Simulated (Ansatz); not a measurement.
# Molecular dynamics of F₃H₅HfNP

Input:

```yaml
crystal:
  periodic: [false, false, false]
  atoms:
    - { symbol: Hf, position_ang: [-0.475705, 0.003866, -0.22002] }
    - { symbol: F, position_ang: [-0.173281, 0.840523, 1.817249] }
    - { symbol: F, position_ang: [1.372201, -0.511761, -0.124218] }
    - { symbol: "N", position_ang: [-0.930818, 1.858771, -0.854993] }
    - { symbol: H, position_ang: [-1.372471, 2.057373, -1.75126] }
    - { symbol: H, position_ang: [-0.609608, 2.732207, -0.442457] }
    - { symbol: F, position_ang: [-1.12178, -0.99498, -1.713459] }
    - { symbol: P, position_ang: [-2.368698, -0.667505, 1.59923] }
    - { symbol: H, position_ang: [-3.713096, -0.327263, 1.333342] }
    - { symbol: H, position_ang: [-2.458136, -2.010992, 2.028272] }
    - { symbol: H, position_ang: [-1.130907, 0.400762, 2.199611] }
basis:
  gaussian: { orbitals: def2-SVP }
hamiltonian:
  xc: pbe0
  dispersion: d4
md:
  timestep: 0.5
  n_steps: 200
  ensemble: nve
  temperature: 100.0
  initial_velocities: maxwell_boltzmann
  seed: 4004
```

Command:

```bash
$ ansatz run input.yaml --threads 4 --pin off --max-ram 5120MiB --backend cpu --events-out ev --progress --plain --runs-dir out
```

It starts at the highest image of a converged band. Of that band: Neighbouring images differ by up to 1.2 eV, so the band resolves the path poorly. A vibrational analysis at the climbing image gives one clearly imaginary mode, 505i cm⁻¹: a first-order saddle point.

Output, in part (step lines, the closing report, with atoms numbered from 0):

```
md step     0: t =     0.00 fs  T =   100.0 K  F+E_penalty+E_count = -20300.21902326 eV  E_kin = 0.116334 eV  conserved = -20300.10268926 eV  (29 SCF iters)
md step     1: t =     0.50 fs  T =    96.5 K  F+E_penalty+E_count = -20300.21488812 eV  E_kin = 0.112247 eV  conserved = -20300.10264138 eV  (33 SCF iters)
md step     2: t =     1.00 fs  T =    86.7 K  F+E_penalty+E_count = -20300.20335321 eV  E_kin = 0.100895 eV  conserved = -20300.10245860 eV  (33 SCF iters)
md step     3: t =     1.50 fs  T =    73.2 K  F+E_penalty+E_count = -20300.18739150 eV  E_kin = 0.085199 eV  conserved = -20300.10219248 eV  (33 SCF iters)
md step     4: t =     2.00 fs  T =    59.6 K  F+E_penalty+E_count = -20300.17125485 eV  E_kin = 0.069332 eV  conserved = -20300.10192330 eV  (33 SCF iters)
md step     5: t =     2.50 fs  T =    49.4 K  F+E_penalty+E_count = -20300.15920227 eV  E_kin = 0.057465 eV  conserved = -20300.10173771 eV  (33 SCF iters)
md step     6: t =     3.00 fs  T =    45.1 K  F+E_penalty+E_count = -20300.15415022 eV  E_kin = 0.052451 eV  conserved = -20300.10169926 eV  (35 SCF iters)
md step     7: t =     3.50 fs  T =    47.2 K  F+E_penalty+E_count = -20300.15670501 eV  E_kin = 0.054885 eV  conserved = -20300.10181971 eV  (34 SCF iters)
[... lines left out ...]
Total energy: -20301.33682177 eV, -746.0603674598 hartree
Atom 0 at    -0.377692     0.095694    -0.191902 Å, force    -0.271347    -0.063292     1.305073 eV/Å
Atom 1 at    -0.049832     0.676946     1.692804 Å, force    -0.423450    -0.468039    -1.029085 eV/Å
Atom 2 at     1.373323    -0.552586    -0.601411 Å, force     0.224457     0.094089    -0.113437 eV/Å
Atom 3 at    -0.837839     1.819722    -1.104644 Å, force     0.158516     0.144052     0.421639 eV/Å
Atom 4 at    -1.226175     2.056544    -2.003033 Å, force    -0.116457    -0.002843    -0.391345 eV/Å
Atom 5 at    -0.617612     2.676286    -0.602480 Å, force     0.028663     0.199847    -0.046678 eV/Å
Atom 6 at    -1.356455    -1.179228    -1.240739 Å, force    -0.084412    -0.230154    -0.125156 eV/Å
Atom 7 at    -2.844333    -0.905870     1.622615 Å, force     0.830802     1.324593    -1.288296 eV/Å
Atom 8 at    -4.005720    -1.676519     1.305097 Å, force     0.266214     0.127798     0.575005 eV/Å
Atom 9 at    -2.083523    -1.566154     2.597942 Å, force    -0.485940    -0.310411     0.564829 eV/Å
Atom 10 at    -3.307930     0.294198     2.271460 Å, force    -0.127048    -0.815641     0.127450 eV/Å
Dipole moment:    -0.875440     0.204550     0.299637 e Å
```

The steps, from the saved trajectory:

```
time (fs)  T (K)  potential energy less start (eV)  conserved less start (meV/atom)
        0    100                             0.000                             0.00
        3     45                             0.065                             0.09
        6     73                             0.032                             0.02
        9     32                             0.079                             0.06
       12     45                             0.064                             0.05
       15     44                             0.065                             0.05
       18     55                             0.053                             0.03
       21     57                             0.051                             0.06
       24     52                             0.056                             0.07
       27    118                            -0.021                             0.01
       30    134                            -0.038                             0.10
       33    295                            -0.226                             0.02
       36    443                            -0.398                             0.06
       39    676                            -0.670                            -0.02
       42    700                            -0.697                             0.02
       45    710                            -0.710                             0.01
       48    744                            -0.749                             0.03
       51    785                            -0.797                             0.04
       54    874                            -0.901                            -0.06
       57    715                            -0.715                             0.05
       60    568                            -0.544                             0.02
       63    468                            -0.427                             0.09
       66    674                            -0.667                             0.02
       69    898                            -0.929                             0.00
       72   1005                            -1.053                            -0.02
       75    930                            -0.965                             0.01
       78    783                            -0.794                             0.07
       81    811                            -0.827                            -0.01
       84    785                            -0.797                             0.07
       87    871                            -0.897                            -0.02
       90    840                            -0.860                             0.04
       93    859                            -0.882                             0.06
       96    956                            -0.996                             0.02
       99   1032                            -1.084                             0.01
```

All steps were run. The conserved energy stayed within 0.11 meV per atom of its start (net change -0.02 meV per atom), so the integration is sound. The kinetic energy rose, since the run started high on the potential surface and went downhill. A run of 0.1 ps of so small a system gives no equilibrium averages. The orbitals stay closed-shell, which can raise the energy where a bond breaks towards radicals; this wasn't checked here.

Between its relaxed ends the band would form F2–H11 and break P8–H11. These pairs go: F2–H11 1.12 → 3.33 Å, P8–H11 1.74 → 1.44 Å. In the last frame they stand as before the step (other bonds may differ from the relaxed reactants and products). Also parted: Hf1–H11 2.54 → 3.83 Å. It ends as one piece, F3H5HfNP. Pairs count as bonded within 1.25 times the sum of covalent radii (0.12 Å more for H–H).

Last frame:

```xyz
11
Properties=species:S:1:pos:R:3
Hf -0.378 0.096 -0.192
F -0.050 0.677 1.693
F 1.373 -0.553 -0.601
N -0.838 1.820 -1.105
H -1.226 2.057 -2.003
H -0.618 2.676 -0.603
F -1.357 -1.179 -1.241
P -2.844 -0.906 1.623
H -4.006 -1.677 1.305
H -2.083 -1.566 2.598
H -3.308 0.294 2.272
```

The run took 4.4 min on 4 threads of AMD EPYC 9R45 96-Core Processor (Zen 5) (shared host), peak memory 0.36 GiB.
